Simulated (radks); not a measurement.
Coulomb parameter of the 5d shell of the lutetium ion Lu+ in the model configuration [Xe] 4f14 5d0.5 6s1.5, as a second difference U = [E(n + 0.5) + E(n - 0.5) - 2 E(n)] / (0.5)^2 with all orbitals relaxed. "Bare": the charge of the atom changes with n. "Screened": the 6s shell takes up the change at fixed total charge, which measures U(5d,5d) + U(6s,6s) - 2 U(5d,6s). Calculated with a radial shooting solver on a logarithmic mesh with Libxc functionals: scalar-relativistic Kohn-Sham, PBE, spin-unpolarised, spherical densities, finite nucleus; Fermi nuclear charge, rms radius 5.37 fm.

\begin{tabular}{lrr}
case & configuration & E - E(n) (eV) \\ \hline
start & [Xe] 4f14 5d0.5 6s1.5 & 0.000 \\
bare +0.5 & [Xe] 4f14 5d1 6s1.5 & -3.264 \\
bare -0.5 & [Xe] 4f14 6s1.5 & 5.324 \\
screened +0.5 & [Xe] 4f14 5d1 6s1 & 1.113 \\
screened -0.5 & [Xe] 4f14 6s2 & -0.994 \\
\end{tabular}

U(bare) = 8.240 eV, U(screened by 6s) = 0.475 eV, against the Slater integral F0(5d,5d) = 10.208 eV with frozen orbitals.
